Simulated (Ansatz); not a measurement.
Reaction (ligand exchange at the Si–C bond): `C[SiH3]` + `C[SiH](N)O` → `C[SiH](N)O[SiH3]` + CH₄

Program: Ansatz. Geometries: PBE0-D4/def2-TZVP. ΔE: electronic, gas phase. CBS: MP2 limit from def2 TZ/QZ plus the TZ coupled-cluster correction, frozen cores. This one scheme is used for every species. Functionals use def2-TZVPP. Each species was taken in one conformer, which may not be the lowest.

CCSD(T)/CBS gives -1.18 eV.

Question: Another level gave -1.20 eV. Which?
A. HF/def2-TZVPP
B. PBE0/def2-TZVPP
C. r2SCAN/def2-TZVPP
D. CCSD/def2-TZVPP

Answer: D. CCSD/def2-TZVPP -1.20, HF/def2-TZVPP -1.34, PBE0 -1.06, r2SCAN -1.15 eV.

Largest T1 diagnostic among the species: 0.011.

In def2-TZVPP, CCSD(T) changes the Hartree–Fock value by +0.16 eV (the triples alone add +0.02 eV) and MP2 by +0.14 eV. From PBE to PBE0 (25 % exact exchange), in def2-TZVPP and without D4, ΔE moves by −0.05 eV. The D4 term adds −0.06 eV with B3LYP and −0.04 eV with PBE0; it sums over pairs of atoms, weighted by their polarisabilities, and B3LYP, whose exchange is more repulsive, gets the larger term.

B3LYP here is the variant with VWN-RPA as its local correlation; programs differ in this.
